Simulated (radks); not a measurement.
Task: All-electron atom: neutral ruthenium in [Kr] 4d(up 4.625, down 2.375) 5s(up 0.5, down 0.5) (fractional occupations, a model configuration). Method: non-relativistic Kohn-Sham, LDA (Slater exchange, Perdew-Wang correlation), spin-polarised, spherical densities, point nucleus; relativity is left out, which matters for an element this heavy; computed with a radial shooting solver on a logarithmic mesh with Libxc functionals. Some entries of the table are withheld. Estimate them.

| orbital | occ. | eigenvalue (hartree) | r(max) (bohr) |
|---|---|---|---|
| 1s up | 1 | -782.9154 | 0.02293 |
| 1s down | 1 | -782.9152 | 0.02293 |
| 2s up | 1 | -110.5382 | 0.1279 |
| 2s down | 1 | -110.5269 | 0.1279 |
| 2p up | 3 | -102.3345 | 0.1003 |
| 2p down | 3 | -102.3258 | 0.1003 |
| 3s up | 1 | -19.36721 | 0.3735 |
| 3s down | 1 | -19.35939 | 0.3735 |
| 3p up | 3 | -16.14607 | 0.3601 |
| 3p down | 3 | -16.13757 | 0.3602 |
| 3d up | 5 | -10.19787 | 0.3007 |
| 3d down | 5 | -10.18659 | 0.3008 |
| 4s up | 1 | (1) | (2) |
| 4s down | 1 | (3) | (4) |
| 4p up | 3 | -1.68939 | 0.9921 |
| 4p down | 3 | -1.63866 | 0.9904 |
| 4d up | 4.625 | -0.23072 | 1.205 |
| 4d down | 2.375 | -0.18444 | 1.206 |
| 5s up | 0.5 | -0.16039 | 2.791 |
| 5s down | 0.5 | -0.14402 | 2.875 |

Result: 
(1) 4s up eigenvalue (hartree): -2.64954
(2) 4s up r(max) (bohr): 0.9388
(3) 4s down eigenvalue (hartree): -2.60004
(4) 4s down r(max) (bohr): 0.9375
